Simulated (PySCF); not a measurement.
# Functional benchmark on one molecule

Molecule: SMILES C(C)(C)(C)S(=O)(=O)Cl, C4H9ClO2S.

Numbering as in the mapped SMILES `[CH3:1][C:2]([CH3:3])([CH3:4])[S:5](=[O:6])(=[O:7])[Cl:8]`. Each H is labelled by its parent atom.

Geometry PBE0-D3(BJ)/def2-SVP throughout; GIAO in PySCF 2.14, gas phase, one conformer, non-relativistic; equivalent atoms averaged; basis pcSseg-1.

Reference values (measured; solution, not stated per compound (mostly CDCl3 or CCl4); Pretsch, Buehlmann, Badertscher, Structure Determination of Organic Compounds, 4th ed. (2009)): δ(C2) = 74.2 ppm, δ(C1/C3/C4) = 24.5 ppm. Computed shifts are taken against TMS, calculated as an isolated molecule at each level.

Q: How do the functionals LDA, BLYP, OPBE, B97-D, CAM-B3LYP, LC-wPBE perform against the reference? Times are CPU seconds on 1 thread of an Intel Xeon Platinum 8259CL, shared host.

A: 
| functional | kind | C2 | C1/C3/C4 | mean abs. error C | core-s |
| --- | --- | --- | --- | --- | --- |
| LDA | LDA | 89.8 | 27.3 | 9.2 | 57 |
| BLYP | GGA | 87.3 | 27.1 | 7.8 | 71 |
| OPBE | GGA | 78.3 | 24.8 | 2.2 | 75 |
| B97-D | GGA | 84.0 | 26.3 | 5.8 | 79 |
| CAM-B3LYP | range-separated hybrid | 82.3 | 25.2 | 4.4 | 61 |
| LC-wPBE | range-separated hybrid | 77.6 | 24.0 | 1.9 | 80 |

For ¹³C the closest is LC-wPBE (1.9 ppm, with OPBE practically level) and the furthest LDA (9.2 ppm). One molecule is a small sample, and vibrational and solvent effects are absent from the calculation.
